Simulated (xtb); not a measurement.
C2H6O3Si, SMILES O[Si]1(O)COC1. All values are semi-empirical tight-binding results from xtb (GFN2-xTB unless named), good for trends rather than for accurate numbers. Geometry optimised at GFN2-xTB. This is a generated structure with no PubChem entry under its InChIKey; it may be hypothetical. Other conformers were not sampled.

The point group as xtb finds it comes out as Cs. The orbital gap comes out as 6.47 eV, the dipole moment is 3.34 D and the zero-point energy comes out as 53.1 kcal/mol. The G − E(el) at 298.15 K (modified RRHO) is 33.1 kcal/mol, the static polarisability (D4 model) is 64.7 bohr³ and the solvation energy, GFN2-xTB/ALPB(water) is -11.2 kcal/mol. The solvation energy, GFN2-xTB/ALPB(octanol) is -9.8 kcal/mol.
